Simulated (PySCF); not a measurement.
# Worked example: entropy of an ideal gas

BBr₂, SMILES Br[B]Br, multiplicity 2.

The structure is a stationary point at B3LYP-D3(BJ)/def2-TZVP. The isomer is the one that the SMILES or the coordinates give; other isomers of the formula were not compared.

B3LYP-D3(BJ)/def2-TZVP (PySCF) gives the harmonic wavenumbers 173, 545, 838 cm⁻¹ and the rotational temperatures 3.3206, 0.0533, 0.0525 K. The molar mass is 170.62 g/mol, the symmetry number 2, the spin multiplicity 2.

Task: Work out the entropy at 298.15 K and 1 atm in the rigid-rotor, harmonic-oscillator model.

Result: 
Translation (Sackur–Tetrode at 1 atm): S = R[1.5 ln M + 2.5 ln T − 1.16487] = 172.8 J/(mol K).
Rotation: q = (√π/σ) T^1.5/√(θA θB θC) = 47300, S = R[ln q + 3/2] = 102.0 J/(mol K).
Vibration: with u = 1.4388 ν/T, each mode gives R[u/(e^u − 1) − ln(1 − e^−u)]:
| ν (cm⁻¹) | modes | u | S (J/(mol K)) |
|---|---|---|---|
| 173 | 1 | 0.83 | 10.05 |
| 545 | 1 | 2.63 | 2.32 |
| 838 | 1 | 4.04 | 0.75 |
These are all the modes. Sum 13.1 J/(mol K).
Spin: R ln 2 = 5.8 J/(mol K).
Total 293.7 J/(mol K); the program's own thermochemistry gives 293.7. Translation makes up 59 % and vibration 4 %. Anharmonicity, hindered rotation and orbital degeneracy are left out.
